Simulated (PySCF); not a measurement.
Correlation energy of Ni⁺ (nickel, charge +1)

[Ar] 3d8 4p1, one real determinant (an excited configuration). Computed with PySCF 2.14 in x2c-TZVPPall with one added diffuse shell each of s, p, d, f type (7s6p5d3f1g, 80 functions), with the spin-free X2C one-electron Hamiltonian (Gaussian nucleus). Frozen: [Ar]; 9 electrons correlated.

| level | correlation energy (mhartree) |
| --- | --- |
| CCSD | -258.95 |
| (T) | -7.18 |
| CCSD(T) | -266.13 |

Diagnostics: T1 = 0.014, D1 = 0.0426, largest double amplitude 0.027.

Task: Is a single reference adequate?

Result: Yes: T1 lies below 0.03 and no double amplitude reaches 0.07.

The reference is one real determinant that mixes LS terms of this configuration.
